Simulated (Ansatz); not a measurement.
The same ligand exchange along the group Si, Ge, Sn.

Calculated with Ansatz (gas phase, PBE0-D4/def2-TZVP geometries, no zero-point term in ΔE). CCSD(T)/CBS adds triple-zeta CCSD(T) − MP2 to the extrapolated MP2 energy (def2 sets, frozen cores). Small cases extrapolate CCSD(T) itself. DFT in def2-TZVPP. def2 core potentials past Kr. For Ge, Sn outer-core shells are correlated without core-valence functions, which leaves a few kJ/mol of doubt a bond. Scalar relativity is left out up to krypton. Each species was taken in one conformer, which may not be the lowest.

```json
{"reaction": "`N[Si]S` + H–F → `N[Si]F` + H₂S", "CCSD(T)/CBS(def2) (eV)": "-0.72"}
{"reaction": "`[NH2][Ge][SH]` + H–F → `[NH2][Ge][F]` + H₂S", "CCSD(T)/CBS(def2) (eV)": "?"}
{"reaction": "`[NH2][Sn][SH]` + H–F → `[NH2][Sn][F]` + H₂S", "CCSD(T)/CBS(def2) (eV)": "-0.05"}
```

**Question.** Fill in the missing values. (Estimate.)

**Answer.** Ansatz gave: `[NH2][Ge][SH]` + H–F → `[NH2][Ge][F]` + H₂S: -0.17 eV.

Largest T1 diagnostic: 0.017, for `[NH2][Sn][F]`.

Extrapolated directly: `N[Si]S` + H–F → `N[Si]F` + H₂S.
